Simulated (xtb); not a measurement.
C4H6O2Si, SMILES c1(occc1O)[SiH3]. All values are semi-empirical tight-binding results from xtb (GFN2-xTB unless named), good for trends rather than for accurate numbers. Coordinates come from a GFN2-xTB optimisation. The structure was generated by enumeration, and PubChem lists no compound with its InChIKey, so it may never have been made. One conformer was computed; it need not be the lowest.

Optimised geometry:

Bonded distances (Å): O1–C2 1.358, O1–H8 0.964, C2–C3 1.416, C2–C6 1.374, C3–C4 1.363, C3–H9 1.072, C4–O5 1.334, C4–H10 1.072, O5–C6 1.361, C6–Si7 1.869, Si7–H11 1.465, Si7–H12 1.462, Si7–H13 1.465. Bond angles (°): C2–O1–H8 109.0, O1–C2–C3 127.9, O1–C2–C6 124.8, C3–C2–C6 107.3, C2–C3–C4 105.3, C2–C3–H9 127.4, C4–C3–H9 127.3, C3–C4–O5 111.0, C3–C4–H10 131.4, O5–C4–H10 117.6, C4–O5–C6 108.1, C2–C6–O5 108.3, C2–C6–Si7 131.8, O5–C6–Si7 119.9, C6–Si7–H11 109.5, C6–Si7–H12 106.5, C6–Si7–H13 109.5, H11–Si7–H12 110.8, H11–Si7–H13 109.7, H12–Si7–H13 110.8.
Charge 0, spin multiplicity 1.

Question: Estimate the properties. (Estimate from the structure and the level; the computed values follow.)

Answer: 
```json
{
 "point_group_as_xtb_finds_it": "Cs",
 "orbital_gap": "4.09 eV",
 "dipole_moment": "2.04 D",
 "zero_point_energy": "53.8 kcal/mol",
 "G − E(el) at 298.15 K (modified RRHO)": "33.1 kcal/mol",
 "static polarisability (D4 model)": "82.4 bohr³",
 "solvation energy, GFN2-xTB/ALPB(water)": "-3.7 kcal/mol",
 "solvation energy, GFN2-xTB/ALPB(toluene)": "-4.4 kcal/mol"
}
```

Computed atomic charges and the Wiberg bond orders between heavy atoms:
charges (e) O1 -0.41, C2 0.11, C3 -0.10, C4 0.07, O5 -0.20, C6 -0.04, Si7 0.44, H8 0.30, H9 0.03, H10 0.05, H11 -0.09, H12 -0.09, H13 -0.09. Bond orders O1–C2 1.06, C2–C3 1.27, C3–C4 1.57, C4–O5 1.16, C2–C6 1.51, O5–C6 1.11, C6–Si7 0.90.
